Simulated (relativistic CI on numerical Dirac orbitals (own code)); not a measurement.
Level scheme of Ce56+

Calculated at this level of theory: Dirac-Coulomb-Breit CI, KLI orbitals optimised for each configuration, a model potential for QED, unscaled Slater integrals (own radial code, finite nucleus).

Configurations in the expansion: 1s2, 1s 2s, 1s 2p, 1s 3s, 1s 3p, 1s 3d, 1s 4s, 1s 4p, 1s 4d, 1s 4f, 1s 5s, 1s 5p, 1s 5d, 1s 5f, 1s 5g, 1s 6s, 1s 6p, 1s 6d, 2s2. Levels of other configurations are missing.

```tsv
No.	Configuration	Term	J	E (10³ cm⁻¹)	%	Landé g	jj configuration (%)
1	1s2	1S	0	0	100		closed (100)
2	1s 2s	3S	1	282418	100	1.924	1s 2s (100)
3	1s 2p	3P°	1	283100	69	1.270	1s 2p1/2 (100)
4	1s 2p	3P°	0	283182	100		1s 2p1/2 (100)
5	1s 2s	1S	0	283194	100		1s 2s (100)
6	1s 2p	3P°	2	287388	100	1.452	1s 2p3/2 (100)
7	1s 2p	1P°	1	287696	69	1.155	1s 2p3/2 (100)
8	1s 3s	3S	1	336031	100	1.933	1s 3s (100)
9	1s 3p	3P°	1	336216	69	1.278	1s 3p1/2 (100)
10	1s 3s	1S	0	336238	100		1s 3s (100)
11	1s 3p	3P°	0	336238	100		1s 3p1/2 (100)
12	1s 3p	3P°	2	337491	100	1.462	1s 3p3/2 (100)
13	1s 3d	3D	2	337562	60	1.061	1s 3d3/2 (100)
14	1s 3d	3D	1	337577	100	0.517	1s 3d3/2 (100)
15	1s 3p	1P°	1	337580	69	1.172	1s 3p3/2 (100)
16	1s 3d	3D	3	337955	100	1.305	1s 3d5/2 (100)
17	1s 3d	1D	2	337969	60	1.076	1s 3d5/2 (100)
18	1s 4s	3S	1	354534	100	1.936	1s 4s (100)
19	1s 4p	3P°	1	354609	69	1.281	1s 4p1/2 (100)
20	1s 4s	1S	0	354618	100		1s 4s (100)
21	1s 4p	3P°	0	354618	100		1s 4p1/2 (100)
22	1s 4p	3P°	2	355145	100	1.465	1s 4p3/2 (100)
23	1s 4d	3D	2	355174	60	1.065	1s 4d3/2 (100)
24	1s 4d	3D	1	355181	100	0.523	1s 4d3/2 (100)
25	1s 4p	1P°	1	355182	69	1.178	1s 4p3/2 (100)
26	1s 4d	3D	3	355341	100	1.309	1s 4d5/2 (100)
27	1s 4f	3F°	3	355343	57	1.022	1s 4f5/2 (100)
28	1s 4f	3F°	2	355346	100	0.680	1s 4f5/2 (100)
29	1s 4d	1D	2	355347	60	1.081	1s 4d5/2 (100)
30	1s 4f	3F°	4	355425	100	1.230	1s 4f7/2 (100)
31	1s 4f	1F°	3	355427	57	1.045	1s 4f7/2 (100)
32	1s 5s	3S	1	363004	100	1.937	1s 5s (100)
33	1s 5p	3P°	1	363042	69	1.282	1s 5p1/2 (100)
34	1s 5p	3P°	0	363046	100		1s 5p1/2 (100)
35	1s 5s	1S	0	363046	100		1s 5s (100)
36	1s 5p	3P°	2	363315	100	1.467	1s 5p3/2 (100)
37	1s 5d	3D	2	363330	60	1.067	1s 5d3/2 (100)
38	1s 5d	3D	1	363333	100	0.525	1s 5d3/2 (100)
39	1s 5p	1P°	1	363333	69	1.180	1s 5p3/2 (100)
40	1s 5d	3D	3	363415	100	1.310	1s 5d5/2 (100)
41	1s 5f	3F°	3	363416	57	1.024	1s 5f5/2 (100)
42	1s 5f	3F°	2	363418	100	0.683	1s 5f5/2 (100)
43	1s 5d	1D	2	363418	60	1.083	1s 5d5/2 (100)
44	1s 5f	3F°	4	363458	100	1.232	1s 5f7/2 (100)
45	1s 5g	3G	4	363458	55	1.009	1s 5g7/2 (100)
```

Energies count from the lowest computed level; ° marks odd parity. Filled j subshells are mostly left out of the jj labels.

The mean weight of the leading LS term, summed over parents, in these 45 levels is 85 %, and that of the leading jj configuration (from the same eigenvectors) 100 %, so jj coupling describes them better and the LS labels are nominal.

At this charge energies of transitions that change n are usually good to better than 1 %, and those within a shell (Δn = 0) to a few per cent.

LS names give the leading component of a level, which can be under half, so a name can repeat, a term be missing and a line seem to break the LS rules.
